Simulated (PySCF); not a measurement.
# Working out the excitation energy of Kr⁺

Kr⁺ [Ar] 3d10 4s2 4p5 (2P) → Kr⁺ [Ar] 3d10 4s2 4p4 5s1 (4P). Calculation: PySCF 2.14, in aug-cc-pVDZ-PP with ECP10MDF (5s4p3d, 32 functions); a scalar-relativistic core potential. Frozen: 3s2 3p6 3d10. Energies in hartree (1 hartree = 27.21139 eV):

| part | Kr⁺ (lower) | Kr⁺ (upper) |
| --- | --- | --- |
| UHF | -461.697016 | -461.203662 |
| MP2 opposite-spin | -0.072273 | -0.063240 |
| MP2 same-spin | -0.024717 | -0.026927 |

Q: What does Hartree-Fock give?

A: (-461.203662) − (-461.697016) = 0.493354 hartree = 13.425 eV.

Q: What do MP2 and SCS-MP2 (6/5 opposite-spin, 1/3 same-spin) give?

A: The opposite-spin parts differ by 0.246 eV and the same-spin parts by -0.060 eV. MP2: 13.425 + (0.246) + (-0.060) = 13.611 eV. SCS-MP2: 13.425 + 1.2 × (0.246) + (-0.060)/3 = 13.700 eV.

Measured between the centres of the two terms (NIST): 13.959 eV, so MP2 (valence) is off by -0.348 eV.

A double-zeta basis recovers only part of the correlation energy.

What remains against the reference includes basis incompleteness, the frozen core and correlation beyond second order.
